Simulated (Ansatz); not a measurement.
Two structures of Si₂H₈O₂, closed shell, reached by relaxing down either side of one saddle point (PBE0-D4/def2-TZVP). Energies are electronic, without zero-point energy. Computed with Ansatz 0.2.0 (basis: def2-TZVPP and def2-QZVPP); correlated methods freeze the cores. Extrapolation: Hartree–Fock as exp(−7.88 √X), correlation as X^−2.97. First:

```tsv
atom	x (Å)	y (Å)	z (Å)
Si1	-0.5586	-0.6787	1.7309
H2	0.8707	-1.0811	1.7689
H3	-1.3110	-1.6207	2.6109
H4	-0.7234	0.6994	2.2395
O5	-1.2012	-0.7705	0.2071
H6	1.8025	1.3695	0.0092
O7	0.8954	1.1166	-0.1635
Si8	0.5297	0.7152	-1.7283
H9	-1.6128	-1.6017	-0.0303
H10	1.4490	1.4692	-2.6306
H11	0.7249	-0.7314	-2.0037
H12	-0.8653	1.1141	-2.0100
```

Second:

```csv
atom,x (Å),y (Å),z (Å)
Si1,-1.2116,-0.1009,0.8931
H2,2.9448,-0.6711,1.5137
H3,-0.6594,-0.2647,2.2590
H4,-2.2801,0.9198,0.8274
O5,-1.9141,-1.4865,0.3734
H6,2.3116,-0.3901,1.2341
O7,0.0441,0.3480,-0.0481
Si8,0.4521,0.8695,-1.5475
H9,-1.4367,-2.3094,0.4867
H10,1.7131,1.6426,-1.4416
H11,0.6578,-0.2928,-2.4488
H12,-0.6217,1.7357,-2.1014
```

Which bonds change from the first to the second?

SiH₄O ([OH][SiH3]) + SiH₄O ([OH][SiH3]) → Si₂H₆O₂ ([OH][SiH2][O][SiH3]) + H₂; bonds formed: Si1–O7, H2–H6; bonds broken: Si1–H2, H6–O7.

Give the saddle point's structure and its height above each. (Judge from chemistry; the value comes from the calculation.)

Computed: 1.444 eV above the first and 2.530 eV above the second (CCSD(T) at an estimated basis limit (MP2 extrapolated from triple and quadruple zeta, plus CCSD(T) − MP2 in triple zeta)).
```
atom    x (Å)    y (Å)    z (Å)
 Si1  -0.3494  -0.3053   1.2614
  H2   1.2472  -0.0322   1.8359
  H3  -0.1815  -1.7085   1.7430
  H4  -0.9245   0.6362   2.2461
  O5  -1.5361  -0.5572   0.0849
  H6   1.3166   0.4706   0.7765
  O7   0.5704   0.6407  -0.0151
 Si8   0.4797   0.5513  -1.6975
  H9  -2.0756  -1.3351   0.2275
 H10   1.6747   1.2808  -2.1863
 H11   0.5385  -0.8596  -2.1370
 H12  -0.7599   1.2184  -2.1393
```

The T1 diagnostic stays at or below 0.012.

Labels in which every atom is bracketed show which atoms are joined, not bond orders.

For scale, one of the runs: CCSD(T)/def2-TZVPP, 258 basis functions, launched by `ansatz run in.yaml --threads 4 --pin off --events-out ev --progress --plain --max-ram 9574MiB`. The run took 2.4 min on 4 CPU threads of an Arm Neoverse V1 (shared host), with 5.7 GiB of host memory at its peak.
